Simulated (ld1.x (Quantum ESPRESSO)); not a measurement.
Results of a calculation; reference values are marked as such.
## Hardness and transferability of assorted potentials

Generated with ld1.x 7.5 (TM, RRKJ, ultrasoft, PAW), atompaw 4.2 or ONCVPSP 4.0.1. The cutoff is in Ry: for ld1.x and atompaw files where the sum of valence levels is converged to 10 mRy in a Bessel basis, for ONCV files where the hardest occupied wave has 1 mHa per electron of residual kinetic energy. The error is the largest all-electron minus pseudo excitation energy over each file’s own four to seven test configurations (ionisations up to +4, promotions, holes and added fractions of an electron), all of which were solved. The labels leave out finer settings (local radius, basis sizes, second energies), which also bear on the numbers. Spin-polarised tests are not counted. The rows are a selection from randomly drawn settings: files with unsolved tests, undetermined cutoffs or missed reference levels are left out.

A true bound ghost makes a file unfit for plane-wave use even where its test errors are small: the radial tests pick states by their node count and pass the ghost by.

| element | potential | cutoff (Ry) | largest error (meV) | bound ghosts |
| --- | --- | --- | --- | --- |
| Cl | ultrasoft, PBE, scalar-relativistic, rc 1.30/1.40/1.50 (spd), local smoothed, core correction yes, reference 3s2 3p4.5 | 25 | +58 | none |
| Rh | TM, PBEsol, scalar-relativistic, rc 1.15/1.80/1.60 (spd), local d, core correction no, reference 4s2 4p6 4d6 5s0 5p0 | 110 | +34 | none |
| In | TM, PBE, scalar-relativistic, rc 1.90/1.95/1.60 (spd), local s, core correction yes, reference 5s1.75 5p1.25 | 25 | -179 | none |
| Sn | TM semilocal, LDA (PZ), scalar-relativistic, rc 1.55/2.35/1.90 (spd), local s, core correction no, reference 5s2 5p2 | 35 | +322 | none |
| Dy | TM, PBEsol, non-relativistic, rc 2.95/4.20/3.00/1.15 (spdf), local s, core correction yes, reference 4f10 5d0 6s1 6p0 | 300 | -3118 | none |
| Hf | TM, BP86, scalar-relativistic, rc 2.20/3.20/1.65 (spd), local s, core correction yes, reference 5d2 6s2 6p0 | 25 | -325 | none |
| Os | TM semilocal, PBEsol, scalar-relativistic, rc 1.95/3.80/2.20 (spd), local d, core correction no, reference 5d6 6s2 6p0 | 35 | -32 | none |
| Au | TM, PBE, scalar-relativistic, rc 1.70/2.15/1.30 (spd), local smoothed, core correction no, reference 5d9.5 6s0 6p0 | 60 | -54 | s, p |

**Question.** Fill in the row for Rb: TM, PBEsol, non-relativistic, rc 3.45/3.45/4.20/4.25 (spdf), local f, core correction no, reference 4d0 5s0.5 5p0.5.

**Answer.** cutoff 6 Ry, largest error +31 meV, bound ghosts: none.
